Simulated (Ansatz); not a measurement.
Two shapes of doublet C₇H₇.

Shape 1:

```xyz
14

C     1.3617   -0.0096   -0.0230
C     0.6864    1.1990   -0.0439
C    -0.7222    1.2486    0.0331
C    -1.4084    0.0043    0.0497
C    -0.7507   -1.2043    0.0051
C     0.7502   -1.2220    0.0140
C     2.8173    0.0065    0.0490
H     1.2849    2.1938    0.0030
H    -1.2738    2.1885   -0.0322
H    -2.4481   -0.0091   -0.0149
H    -1.2592   -2.1939   -0.0355
H     1.2080   -2.1536   -0.0299
H     3.3870   -0.9680   -0.0335
H     3.3748    0.9835   -0.0081
```

Shape 2:

```xyz
14

C     0.9139    0.0000    0.0000
C     0.2320    1.1185    0.0000
C    -1.0425    1.1133    0.0000
C    -1.6911    0.0000    0.0000
C    -1.0425   -1.1133    0.0000
C     0.2320   -1.1185    0.0000
C     2.2094    0.0000    0.0000
H     0.7324    1.9911    0.0000
H    -1.5444    1.9846    0.0000
H    -2.6961    0.0000    0.0000
H    -1.5444   -1.9846    0.0000
H     0.7324   -1.9911    0.0000
H     2.7261   -0.8615    0.0000
H     2.7261    0.8615    0.0000
```

Basis set: def2-SVP (spherical functions). Frozen core: 7 orbitals. Charge 0, multiplicity 2.

Computed with Ansatz (development build ahead of 0.2.0); each method stands on the lowest determinant of its kind that the runs found.

**Question.** Which shape is lower in energy, and by how much in each method?

**Answer.**

| method | E(2) − E(1) (eV) |
| --- | --- |
| UHF | 3.063 |
| UHF-MP2 | 2.711 |

Shape 1 is lower. Caution: the unrestricted determinant is spin contaminated.
